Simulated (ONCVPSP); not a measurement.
What one change does to a pseudopotential (lead, ONCV)

Pb (Z = 82), optimised norm-conserving Vanderbilt (ONCV), made with ONCVPSP 4.0.1 (Wu-Cohen, scalar-relativistic). Core [Kr] 4d10 4f14, reference 5s2 5p6 5d10 6s2 6p2. Waves: 5s+6s: rc 1.60 bohr, ncon 4, nbas 8, qcut 8 1/bohr, 2 projectors; 5p+6p: rc 1.65 bohr, ncon 5, nbas 9, qcut 8.1 1/bohr, 3 projectors, debl 3.7 Ha; 5d: rc 1.25 bohr, ncon 4, nbas 9, qcut 7.8 1/bohr, local. Local part: the d channel. Core correction: none.

Change: d: qcut 6.4.

Cutoffs: the cutoffs (Ha) at which the residual kinetic energy of the hardest occupied pseudo-wave falls to 1 and 0.1 mHa per electron; they do not see the model core or the augmentation charge, which bear on the density cutoff. Errors are all-electron minus pseudo energies relative to the spin-unpolarised reference configuration.

Task: Predict the effect on cutoff, ghosts and configuration errors.

Result: The potential gets harder (24 Ha and 29 Ha → 32 Ha and 101 Ha); the errors of the 3 common tests hardly move; neither file shows a bound ghost.

```tsv
quantity	base	changed
cutoff, loose	24 Ha	32 Ha
cutoff, tight	29 Ha	101 Ha
loose cutoff by channel	s 23 Ha, p 17 Ha, d 24 Ha	s 23 Ha, p 17 Ha, d 32 Ha
bound ghosts	none	none
GHOST(+) flags under 300 eV	none	none
tests with a reliable result	3 of 4	3 of 4
error for 5s2 5p6 5d10 6s2 6p1, meV [ΔE 6.59 eV]	-2.9	-2.9
error for 5s2 5p6 5d10 6s2 6p0, meV [ΔE 20.04 eV]	-9.4	-9.5
error for 5s2 5p6 5d10 6s1 6p0, meV [ΔE 52.55 eV]	-27	-28
s: phases at 1.62 bohr within 0.05 rad from the reference energy up to (Ha; the scan ends near 5)	to the end of the scan	to the end of the scan
p: phases at 1.67 bohr within 0.05 rad from the reference energy up to (Ha; the scan ends near 5)	to the end of the scan	to the end of the scan
d: phases at 1.27 bohr within 0.05 rad from the reference energy up to (Ha; the scan ends near 5)	to the end of the scan	to the end of the scan
```
